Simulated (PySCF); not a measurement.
## N (nitrogen, neutral): UHF calculation

Configuration: [He] 2s1 2p4, high-spin 4P determinant (an excited configuration). Calculation: PySCF 2.14, in aug-cc-pV5Z; no relativity, point nucleus.

| Item | Value |
| --- | --- |
| Total energy | -54.005054 hartree |
| One-electron energy | -73.2661 hartree |
| Hartree (Coulomb) energy | 25.8350 hartree |
| Exchange energy | -6.5740 hartree |
| Kinetic energy | 54.00443 hartree |
| ⟨S²⟩ | 3.8079 |
| ⟨L²⟩ | 2.007 |
| Sum of ⟨r⟩ | 7.613 bohr |
| Sum of ⟨r²⟩ | 13.56 bohr² |
| Traceless quadrupole moment −½Σ⟨3z² − r²⟩ along its main axis | -1.70 e·bohr² |
| Density at the nucleus (Gaussians lack the cusp) | 199 bohr⁻³ |
| Spin density at the nucleus | 5.30 bohr⁻³ |
| Langevin diamagnetic susceptibility | -10.7 ×10⁻⁶ cm³/mol |

| shell | electrons | mean orbital energy (eV) | spread (eV) | rms radius, mean of both spins (bohr) |
| --- | --- | --- | --- | --- |
| 1s α | 1 | -428.45 | 0 | 0.266 |
| 1s β | 1 | -424.66 | 0 | 0.266 |
| 2s α | 1 | -33.236 | 0 | 1.39 |
| 2p α | 3 | -16.963 | 1.927 | 1.69 |
| 2p β | 1 | -8.202 | 0 | 1.69 |

Spin-orbit constants ζ (cm⁻¹) from the X2C one-electron operator on these orbitals (non-relativistic here): bare nucleus, nucleus screened by l(l+1)(2l+1)/3 electrons, and screened by the Breit-Pauli mean field of the electrons.

```
shell   bare  screened nucleus  mean field
   2p  133.8             95.58       80.38
```

To first order the Landé constant is A = -26.79 cm⁻¹, so the lowest level has J = 5/2 and lies 0.00498 eV below the centre of the term. This holds in LS coupling only.
